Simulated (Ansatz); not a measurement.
The first iterations of a band of FH6NSi2 (10 atoms, charge 0, multiplicity 1).

Computed with RKS r2SCAN-D4/def2-SVP in Ansatz.

```
movable images  : 5
climbing image  : yes
spring          : 5.0 eV/Å²
optimiser       : quadratic models (default)
start path      : through a guess of the saddle point
force threshold : 0.05 eV/Å
iteration limit : 10
end points      : relaxed
```

First end point:

```xyz
10
Properties=species:S:1:pos:R:3
Si 0.650 0.555 -0.208
F 1.983 -0.097 -0.912
N -0.561 1.040 -1.320
H -0.482 1.909 -1.841
H 1.119 1.785 0.491
Si -0.237 -1.109 1.179
H -1.134 0.365 -1.816
H -1.314 -0.540 2.048
H 0.814 -1.721 2.049
H -0.838 -2.187 0.330
```

Last end point:

```xyz
10
Properties=species:S:1:pos:R:3
Si -0.313 1.114 0.168
F 0.720 -1.224 -1.482
N 0.108 1.210 -1.401
H 0.546 -0.276 -1.681
H -0.815 2.288 0.956
Si -0.093 -0.997 1.158
H 0.059 2.067 -1.951
H -0.547 -0.808 2.575
H 1.335 -1.407 1.167
H -1.001 -1.967 0.493
```

| iteration | highest image above the first end (eV) | largest band force component (eV/Å) |
| --- | --- | --- |
| 1 | 4.872 | 16.404 |
| 2 | 3.527 | 2.299 |
| 3 | 3.316 | 2.702 |

Q: Does the band converge within its limit, and where does its top end?

A: It did not converge within its limit. It ended after 10 iterations with the highest image 3.067 eV above the first end. The band didn't meet its force threshold, so its energies are provisional: the largest band force was still 0.59 eV/Å, and over the last iterations the top moved between 3.05 and 3.07 eV. The orbitals stay closed-shell, which can raise the energy where a bond breaks towards radicals; this wasn't checked here.

Time of the run: 51 s on 2 threads of AMD EPYC 9R45 96-Core Processor (Zen 5), with other jobs on the host, peak memory 0.17 GiB.
